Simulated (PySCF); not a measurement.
C₂H₄N₂OSi, SMILES O[SiH]1N=CC=N1.

Geometry: B3LYP-D3(BJ)/def2-SVP. This is a generated structure with no PubChem entry under its InChIKey; it may be hypothetical. One conformer was computed; it need not be the lowest.

Two levels are set side by side: TDDFT-PBE/def2-SVPD (PySCF) and TDDFT-M06-2X/def2-SVPD (PySCF). Vertical, same geometry. The lowest singlet is HOMO→LUMO 100 % with PBE and HOMO→LUMO 94 % with the other functional; states are paired by order. Differences are taken from unrounded values.

| quantity | TDDFT-M06-2X |
|---|---|
| lowest singlet excitation (eV) | 3.47 |
| lowest triplet excitation (TDA) (eV) | 3.06 |

**Question.** What does TDDFT-PBE give, and how far is it from TDDFT-M06-2X? (The exact figures need the calculation; the answer reports its results.)

**Answer.** 
| quantity | TDDFT-PBE | TDDFT-PBE minus TDDFT-M06-2X |
|---|---|---|
| lowest singlet excitation (eV) | 3.00 | -0.47 |
| lowest triplet excitation (TDA) (eV) | 2.50 | -0.56 |

Functionals without exact exchange tend to place singlet excitations lower, as here. Differences between two approximate levels are no errors against the true value.

Rough cost on one machine, each run with all the roots and properties that it gave: TDDFT-M06-2X against TDDFT-PBE about 20 times.
